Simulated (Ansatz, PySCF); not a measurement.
C2H4O2, charge +1, doublet, geometry from GFN2-xTB (a state made from the parent by changing its charge; the spin is typed, not shown lowest). Base run: R2SCAN/STO-3G (PySCF).

Input for PySCF:
```python
from pyscf import gto, scf, dft

mol = gto.Mole()
mol.atom = '''
    C    -1.42721550   -0.34477446   -0.06284575
    O    -0.10832509   -0.80332889    0.05979256
    C     0.88366296    0.03530489   -0.04001311
    O     0.96130834    1.20784457    0.09580546
    H    -1.80525534   -0.41698392   -1.09967017
    H    -2.03450360   -1.08161068    0.49162085
    H    -1.53507051    0.69186288    0.28101196
    H     1.81227857   -0.57257630   -0.30059372
'''
mol.basis = 'sto-3g'
mol.charge = 1
mol.spin = 1
mol.verbose = 4
mol.build()

mf = dft.UKS(mol)
mf.xc = 'r2scan'
mf.kernel()
```

The same geometry, method and basis name were run in Ansatz (a first-principles code) and PySCF, at each program's defaults and at the settings that a row names. The base is PySCF at its defaults. Differences at the defaults can come from grids, fitting, cores and function types together.

```json
[
 {"code and settings": "PySCF, defaults (exact integrals, its default grid, spherical functions)", "ΔE vs base (µEh)": "0.0", "basis functions": "24", "E (Eh)": "-225.59838", "SCF cycles": "14"},
 {"code and settings": "Ansatz, defaults (factorised integrals, its default grid, spherical functions)", "ΔE vs base (µEh)": "-11.4", "basis functions": "24", "E (Eh)": "-225.59839", "SCF cycles": "-"},
 {"code and settings": "PySCF, density fitting with def2-universal-jkfit", "ΔE vs base (µEh)": "-1431", "basis functions": "24", "E (Eh)": "-225.59981", "SCF cycles": "14"},
 {"code and settings": "PySCF, fine grid", "ΔE vs base (µEh)": "-1.4", "basis functions": "24", "E (Eh)": "-225.59838", "SCF cycles": "14"},
 {"code and settings": "Ansatz, high accuracy", "ΔE vs base (µEh)": "-9.6", "basis functions": "24", "E (Eh)": "-225.59839", "SCF cycles": "-"}
]
```

Open shells are given as the SCF converged; they aren't shown to be the lowest states, and a large step between rows can be another state.
